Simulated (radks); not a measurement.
The numbers below are computed, except where a source is named.
Pt0.75+, configuration [Xe] 4f14 6s(up 0.5, down 0.5) 5d(up 4.25, down 4) (fractional occupations, a model configuration).

Code: a radial shooting solver on a logarithmic mesh with Libxc functionals. Model: scalar-relativistic Kohn-Sham, BLYP, spin-polarised, spherical densities, finite nucleus; Fermi nuclear charge, rms radius 5.427 fm.

Energy parts (eV):
| part | energy |
|---|---|
| total | -500972.77 |
| kinetic | 558455.78 |
| electron-nucleus | -1244012.81 |
| Hartree | 194239.63 |
| exchange-correlation | -9655.37 |

Orbitals (lengths in bohr, moments of r in powers of bohr):
| orbital | occ. | eigenvalue (eV) | <r> | <r^2> | <1/r> |
|---|---|---|---|---|---|
| 1s down | 1 | -78412.55 | 0.01715 | 0.0004062 | 93.91 |
| 1s up | 1 | -78412.55 | 0.01715 | 0.0004062 | 93.91 |
| 2s up | 1 | -13783.01 | 0.07236 | 0.006203 | 22.01 |
| 2s down | 1 | -13782.99 | 0.07236 | 0.006203 | 22.01 |
| 2p up | 3 | -11950.44 | 0.06522 | 0.005201 | 19.67 |
| 2p down | 3 | -11950.43 | 0.06522 | 0.005201 | 19.67 |
| 3s up | 1 | -3243.688 | 0.1871 | 0.04005 | 8.160 |
| 3s down | 1 | -3243.681 | 0.1871 | 0.04005 | 8.160 |
| 3p up | 3 | -2709.759 | 0.1882 | 0.04106 | 7.465 |
| 3p down | 3 | -2709.752 | 0.1882 | 0.04106 | 7.465 |
| 3d up | 5 | -2129.577 | 0.1704 | 0.03401 | 7.032 |
| 3d down | 5 | -2129.565 | 0.1704 | 0.03401 | 7.032 |
| 4s up | 1 | -703.2029 | 0.4151 | 0.1945 | 3.492 |
| 4s down | 1 | -703.1863 | 0.4151 | 0.1945 | 3.492 |
| 4p up | 3 | -528.0318 | 0.4419 | 0.2220 | 3.158 |
| 4p down | 3 | -528.0163 | 0.4419 | 0.2220 | 3.158 |
| 4d up | 5 | -315.0050 | 0.4682 | 0.2535 | 2.826 |
| 4d down | 5 | -314.9871 | 0.4682 | 0.2535 | 2.826 |
| 5s up | 1 | -110.0550 | 0.9514 | 1.016 | 1.420 |
| 5s down | 1 | -109.9404 | 0.9511 | 1.015 | 1.420 |
| 4f up | 7 | -78.3098 | 0.5162 | 0.3247 | 2.389 |
| 4f down | 7 | -78.2833 | 0.5161 | 0.3245 | 2.390 |
| 5p up | 3 | -64.1761 | 1.101 | 1.373 | 1.203 |
| 5p down | 3 | -64.0352 | 1.101 | 1.372 | 1.203 |
| 5d up | 4.25 | -13.6889 | 1.622 | 3.138 | 0.8139 |
| 5d down | 4 | -13.5426 | 1.625 | 3.152 | 0.8130 |
| 6s up | 0.5 | -11.8128 | 2.703 | 8.300 | 0.4687 |
| 6s down | 0.5 | -11.7410 | 2.710 | 8.343 | 0.4674 |

The highest occupied level is 6s down at -11.741 eV. Spin moment in Bohr magnetons: 0.25.

Run on one thread of a shared host, so times are rough (Intel(R) Xeon(R) Platinum 8375C CPU @ 2.90GHz): 0.29 s of CPU time, 0.29 s wall, 15 iterations on 2381 mesh points.
